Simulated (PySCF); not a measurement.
Vertical excitations of a molecule C2H8AlN from TDA-PBE/def2-SVPD (PySCF), as energy in eV (oscillator strength): 5.21 (0.051), 5.72 (0.071), 5.96 (0.000), 6.23 (0.091), 6.56 (0.017), 6.62 (0.000), 6.84 (0.122), 6.98 (0.053), 7.12 (0.030), 7.15 (0.002). Lowest triplet (TDA): 4.96 eV. Geometry: B3LYP-D3(BJ)/def2-SVP. One conformer was computed; it need not be the lowest.

### Question
Identify the compound among the candidates.
(A) [CH3][Al]([CH3])[NH2]
(B) C[CH2][AlH][NH2]
(C) C[NH][AlH][CH3]
(D) C[N](C)[AlH2]

### Answer
A, [CH3][Al]([CH3])[NH2]
